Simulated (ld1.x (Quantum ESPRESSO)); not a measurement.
# Plane-wave convergence, TM potential for oxygen (O)

ld1.x (Quantum ESPRESSO) 7.5 input, shortened:

```
&input
   title='O', zed=8., rel=0, dft='PBE', iswitch=3,
   config='[He] 2s2 2p2'
 /
 &inputp
   pseudotype=2, tm=.true., lloc=0,
   nlcc=.false.
 /
2
2P  2  1   2.00   0.00  1.60  1.60  0.0
2S  1  0   2.00   0.00  0.65  0.65  0.0
 &test
   configts(1)='2s2 2p2'
 /
```

The pseudo-atom Hamiltonian at the reference potential is diagonalised in spherical Bessel functions j_l(qr) that vanish at 20 bohr, with q² up to the cutoff. All-electron valence levels (Ry): 2p -3.1786, 2s -4.2839.

Problem. How do the lowest levels (Ry) of each channel move with the cutoff, and are there ghosts?

Solution.

```csv
cutoff (Ry),p #1,p #2,s #1,s #2,d #1,f #1,f #2,Σ f·Δε (mRy)
8,-1.8989,-0.5999,-4.0148,-1.0115,-0.5664,-0.2570,-0.1425,3097.4
18,-2.5709,-0.7258,-4.0560,-1.0245,-0.5758,-0.2570,-0.1425,1670.8
35,-3.0992,-0.8103,-4.1771,-1.0422,-0.5772,-0.2570,-0.1426,372.1
55,-3.1761,-0.8219,-4.2589,-1.0560,-0.5773,-0.2570,-0.1426,54.5
90,-3.1783,-0.8223,-4.2733,-1.0587,-0.5773,-0.2570,-0.1426,21.5
140,-3.1785,-0.8223,-4.2781,-1.0594,-0.5774,-0.2570,-0.1426,11.4
230,-3.1786,-0.8223,-4.2831,-1.0602,-0.5774,-0.2570,-0.1426,1.3
400,-3.1786,-0.8223,-4.2838,-1.0603,-0.5774,-0.2570,-0.1426,0.0
```

Result: no extra level below or beside the all-electron valence levels (p, s, d, f tested); 10 mRy is reached at 160 Ry and 1 mRy at 300 Ry.

Its largest configuration-test error is +1469 meV.
